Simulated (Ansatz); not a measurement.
Frontier orbitals of `C1=NC[Se]1`.

| atom | x (Å) | y (Å) | z (Å) |
| --- | --- | --- | --- |
| C1 | -0.691 | 0.508 | -0.804 |
| N2 | -0.711 | -0.623 | -0.223 |
| C3 | 0.462 | -0.474 | 0.609 |
| Se4 | 0.838 | 1.370 | -0.073 |
| H5 | -1.399 | 0.872 | -1.545 |
| H6 | 1.260 | -1.173 | 0.361 |
| H7 | 0.241 | -0.480 | 1.676 |

The species carries charge 0 and has multiplicity 1. Correlated methods include outer-core shells of Se, which these sets cover unevenly. Scalar relativity is left out up to krypton. All single points use the PBE0-D4/def2-TZVP geometry. Basis def2-TZVPP, the Gaussian-basis code of Ansatz.

| functional | HOMO (eV) | LUMO (eV) | gap (eV) |
| --- | --- | --- | --- |
| PBE | -5.78 | -2.06 | 3.72 |
| r2SCAN | -6.02 | -1.89 | 4.13 |
| PBE0 | -6.88 | -1.12 | 5.76 |
| r2SCANh | -6.42 | -1.54 | 4.88 |
| r2SCAN0 | -7.03 | -1.02 | 6.01 |
| ωB97X-V | -9.14 | 1.05 | 10.19 |
| ωB97M-V | -9.00 | 0.89 | 9.89 |

Against PBE, PBE0 changes HOMO and LUMO by −1.09 and +0.94 eV, ωB97M-V by −3.22 and +2.94 eV. A gap of 3.73 eV thus becomes 9.89 eV for the same molecule, so an orbital gap means little without its functional. A positive LUMO is unbound and depends on the basis.
